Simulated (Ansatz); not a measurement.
`F[SiH]1CS1` + H₂O → `O[SiH]1CS1` + H–F at 500 K and 1 bar (formal hydrolysis of the Si–F bond).

Program: Ansatz. Geometries: PBE0-D4/def2-TZVP. ΔE: electronic, gas phase. CCSD(T)/CBS adds triple-zeta CCSD(T) − MP2 to the extrapolated MP2 energy (def2 sets, frozen cores). This one scheme is used for every species. One conformer a species, not always the lowest.

| species | CCSD(T)/CBS energy (Eh) | H − E (kJ/mol) | S (J/(mol·K)) |
| --- | --- | --- | --- |
| `F[SiH]1CS1` | -826.56648 | 138.2 | 344.1 |
| H₂O | -76.37941 | 73.2 | 206.3 |
| `O[SiH]1CS1` | -802.53827 | 172.0 | 357.0 |
| H–F | -100.39570 | 39.4 | 188.7 |

H − E and S are ideal-gas, rigid-rotor, harmonic terms from PBE0-D4/def2-TZVP, for one conformer and one mirror image of each species. 1 Eh = 2625.50 kJ/mol, R = 8.31446 J/(mol·K).

Question: By hand: ΔE, ΔH, ΔS and ΔG.

Answer: ΔE = (-802.53827) + (-100.39570) − (-826.56648) − (-76.37941) = 0.01192 Eh = 31.3 kJ/mol. Δ(H − E) = 172.0 + 39.4 − 138.2 − 73.2 = 0.0, so ΔH = 31.3 kJ/mol. ΔS = 357.0 + 188.7 − 344.1 − 206.3 = -4.7 J/(mol·K). ΔG = 31.3 − 500 × (-4.7)/1000 = 33.6 kJ/mol.

Question: By hand: the equilibrium constant, and the temperature at which ΔG would vanish if ΔH and ΔS stayed fixed.

Answer: log₁₀ K = −ΔG/(RT ln 10) = -3.5. ΔH and −TΔS have one sign here, so there is no such temperature.

The number of gas molecules stays the same, so ΔS is small and ΔH decides. A doubt of 5 kJ/mol in ΔE shifts log₁₀ K by 0.5 here. Other conformers and mirror images would add mixing entropy, several J/(mol·K) or more a flexible species. These are equilibria of isolated gas molecules and say nothing of rates. Largest T1 diagnostic: 0.012 (customary marks: 0.02 for closed shells, 0.045 for open ones).

ΔS is within the doubt of such terms, so its sign, and with it that verdict, could turn.
